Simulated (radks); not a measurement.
The numbers below are computed, except where a source is named.
Ionisation of neutral indium, [Kr] 4d10 5s2 5p1, to In+, [Kr] 4d10 5s2, under several functionals. Non-relativistic Kohn-Sham, spin-unpolarised, spherical densities, point nucleus; a radial shooting solver on a logarithmic mesh with Libxc functionals.

functional                                        E(In) (hartree)  Exc (hartree)  IE (eV)  -e(HOMO) (eV)  <r> HOMO (bohr)  IE error (eV)
exchange-only r2SCAN                                  -5739.99587     -153.56846    4.564          1.899            3.814         -1.222
exchange-only LDA                                     -5732.64093     -146.07490    4.723          1.936            3.875         -1.063
LDA (Slater exchange, VWN5 correlation)               -5737.30906     -150.81498    5.649          2.770            3.685         -0.137
exchange-only B88                                     -5740.19208     -153.72467    4.815          2.031            3.911         -0.971
TASK exchange with Perdew-Wang LDA correlation        -5741.31241     -154.91919    4.954          2.369            3.521         -0.832
LDA (Slater exchange, Perdew-Zunger correlation)      -5737.28742     -150.79287    5.656          2.776            3.684         -0.131

NIST Atomic Spectra Database: 5.786 eV (measured). Closest: LDA (Slater exchange, Perdew-Zunger correlation). The Delta-SCF values span 1.09 eV, the total energies 8.67 hartree. The highest occupied level is 5p. Relativity is left out here, which matters for elements this heavy. Spin polarisation and multiplet splitting are left out, so open shells lie too high by an amount that depends on their filling.

Beside tabulated values, note that spin-unpolarised runs miss the spin-polarisation part of the exchange energy of open shells.
